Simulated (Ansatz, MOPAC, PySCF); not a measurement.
Bond stretch in SMILES BO (H3BO). The B1–O4 bond (B1 also carries H, H; O4 carries H) is pulled apart rigidly from the PBE0/def2-TZVP optimised geometry.

RKS-BHandHLYP = restricted BHandHLYP/6-31G (PySCF); PM7, restricted, heats of formation (MOPAC); UKS-BHandHLYP = unrestricted BHandHLYP/6-31G (PySCF); UKS-PBE = unrestricted PBE/6-31G (Ansatz, a first-principles code).

Energies are in kJ/mol, each relative to the lowest point of its own curve near equilibrium.

```csv
R / Å,RKS-BHandHLYP,PM7,UKS-BHandHLYP,UKS-PBE
1.00,622.6,472.2,622.6,645.8
1.08,313.7,…,313.7,332.6
1.15,153.0,145.0,153.0,167.7
1.21,70.5,75.8,70.5,81.3
1.26,29.6,37.5,29.6,37.2
1.30,10.7,17.4,10.7,15.8
1.35,0.4,…,0.4,…
1.38,0.0,0.0,0.0,0.0
1.44,9.0,…,9.0,5.2
1.47,17.4,…,17.4,11.7
1.55,48.8,32.1,48.8,…
1.68,116.9,92.5,116.9,98.3
1.80,187.3,160.0,187.3,161.6
2.04,326.3,299.3,326.3,287.1
2.24,429.4,402.9,429.4,379.7
2.44,517.9,488.7,500.8,457.9
2.66,599.0,563.2,542.5,526.4
2.97,689.0,639.8,571.2,583.4
3.31,762.8,697.9,584.8,614.4
3.64,816.2,737.8,590.5,630.3
4.08,866.4,775.8,593.6,641.5
4.70,907.8,812.9,594.7,648.1
```

Task: Fill in the missing entries.

Result: 
- 1.08, PM7: 265.7
- 1.35, PM7: 3.4
- 1.35, UKS-PBE: 2.4
- 1.44, PM7: 2.6
- 1.47, PM7: 7.9
- 1.55, UKS-PBE: 38.1

At the longest distance RKS-BHandHLYP leaves fractional charges on the fragments, a sign of delocalisation error or of the restricted form. The restricted form behind RKS-BHandHLYP, PM7 keeps the bonding electrons paired and can't separate into open-shell fragments. The unrestricted determinant behind UKS-BHandHLYP is spin-contaminated at 2.44 to 4.70 Å (<S²> up to 1.0, against 0.00 for a pure singlet). The unrestricted determinant behind UKS-PBE is spin-contaminated at 2.66 to 4.70 Å (<S²> up to 0.9, against 0.00 for a pure singlet).
